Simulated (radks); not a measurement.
Results of a calculation; reference values are marked as such.
Question: Species: Co. Configuration: [Ar] 3d7 4s2. Code: a radial shooting solver on a logarithmic mesh with Libxc functionals. Model: scalar-relativistic Kohn-Sham, PBE, spin-unpolarised, spherical densities, point nucleus. Some entries of the table are withheld. Estimate them.

orbital  occ.  eigenvalue (hartree)  <r> (bohr)
1s          2             -279.0413     0.05619
2s          2             -33.03777      0.2555
2p          6                   (1)      0.2250
3s          2              -3.76330         (2)
3p          6              -2.41210      0.8160
3d          7              -0.30150       1.071
4s          2              -0.20102         (3)

Answer: 
(1) 2p eigenvalue (hartree): -28.29483
(2) 3s <r> (bohr): 0.7736
(3) 4s <r> (bohr): 2.894
